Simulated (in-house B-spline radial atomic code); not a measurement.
Spin-orbit splittings of orbital energies (j = l + 1/2 less j = l - 1/2) and ratios of mean radii (lower j over upper j) along the 10-electron series, configuration [He] 2s2 2p6. Computed with a B-spline radial code for spherical atoms: Dirac-Hartree-Fock, average of the configuration, finite nuclei.

```tsv
ion	Z	splitting of 2p (eV)	radius ratio of 2p
Lu61+	71	1162.4	0.90198
Hf62+	72	1239.32	0.89889
Ta63+	73	1320.38	0.89574
W64+	74	1405.76	0.89252
Re65+	75	?	?
Os66+	76	1590.33	0.88589
Ir67+	77	?	?
Pt68+	78	1794.7	0.87899
```

**Question.** Fill in the row of Re65+.

**Answer.** splitting of 2p (eV): 1495.68; radius ratio of 2p: 0.88924.

**Question.** Fill in the row of Ir67+.

**Answer.** splitting of 2p (eV): 1689.93; radius ratio of 2p: 0.88248.

**Question.** With what power of Z does the column «splitting of 2p (eV)» change over this range?

**Answer.** A fit of the logarithm of its size against log Z from Z = 71 to 78 has slope 4.62. An unscreened hydrogenic electron would give 4 at low Z; screening makes the apparent power larger near the neutral end, and relativity raises it again at high Z.
